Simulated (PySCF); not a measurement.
Bonds (- single, = double, # triple, : aromatic): C1-S2, S2-C3, S2-Al4, Al4-C5, C5-Cl6. C1 carries H7, H8, H9; C3 carries H10, H11, H12; Al4 carries H13, H14; C5 carries H15, H16. Formal charges: S2 +1, Al4 -1.

[PySCF: GIAO PBE0/pcSseg-1 shieldings; structure optimised with PBE0-D3(BJ)/def2-SVP; single conformer; no solvent model; non-relativistic Hamiltonian; one averaged value for each set of equivalent atoms]

Shifts are taken against calculated references (same method and geometry level): ¹³C (σ = 184.41 ppm) and ¹H (σ = 31.27 ppm) against TMS; CS2 for ³³S (σ = 495.66 ppm); ²⁷Al (σ = 489.28 ppm) vs AlH4-; ³⁵Cl (σ = 943.27 ppm) against HCl.

```
               atoms  nucleus  count  δ (ppm)
                  C5      ¹³C      1        ?
                 Al4     ²⁷Al      1     59.6
                  S2      ³³S      1      -96
             H15/H16       ¹H      2     2.44
               C1/C3      ¹³C      2     23.0
                 Cl6     ³⁵Cl      1      -35
             H13/H14       ¹H      2        ?
H7/H8/H9/H10/H11/H12       ¹H      6     2.07
```

**Question.** Complete the table.

**Answer.** 
- C5: 28.3 ppm, sp3 CH2 bonded to Al and Cl; the inductive effect lowers its shielding
- H13/H14: 3.85 ppm, hydrogen on an aluminium bonded to C, S

Hydrides on Al or Ga are broadened by the quadrupolar metal nucleus. Carbons that carry Cl, above all several Cl atoms, come out too deshielded, partly because spin–orbit coupling is missing. Shifts are as computed. Against solution values, carbons near 30 ppm lie about +2 ppm off and those near 130 ppm about +5 ppm; carbons on Cl a further +5 ppm. Of 1211 compounds with measured shifts, 218 miss one by over three times the rms of a fit or turn the order of signals round; such compounds aren't used in these exercises.
